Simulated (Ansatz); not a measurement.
`[NH2][Al]([SH])[O][SiH3]` + `[OH][InH2]` → `[SiH3][O][InH2]` + `[NH2][Al]([OH])[SH]`  (ligand exchange at the Si–O bond)

Computed with Ansatz on PBE0-D4/def2-TZVP structures; ΔE is electronic, products minus reactants. CCSD(T)/CBS is the MP2 limit (def2-TZVPP, def2-QZVPP) plus CCSD(T) − MP2 in def2-TZVPP, frozen cores. DFT in def2-TZVPP. Elements past krypton have def2 core potentials. For In outer-core shells are correlated without core-valence functions, which leaves a few kJ/mol of doubt a bond. One conformer a species, not always the lowest.

**Question.** Is it downhill or uphill in electronic energy at CCSD(T)/CBS, and by how much? (An estimate is asked.)

**Answer.** Computed: Uphill: ΔE = +0.05 eV.

**Question.** What do these levels give: r2SCAN, PBE0, MP2/def2-SVP, CCSD/def2-SVP, HF/def2-QZVPP, CCSD/CBS(def2)? (Estimate.)

**Answer.** The calculation gave: r2SCAN 0.07, PBE0 0.07, MP2/def2-SVP 0.02, CCSD/def2-SVP 0.04, HF/def2-QZVPP 0.06, CCSD/CBS(def2) 0.05 eV.

Largest T1 diagnostic among the species: 0.017.

Leaving LDA and LC-ωPBE aside and taking each functional with its dispersion term where it has one, the values, not all of them listed here, spread over 0.05 eV, from PBE-QIDH to BLYP-D4.
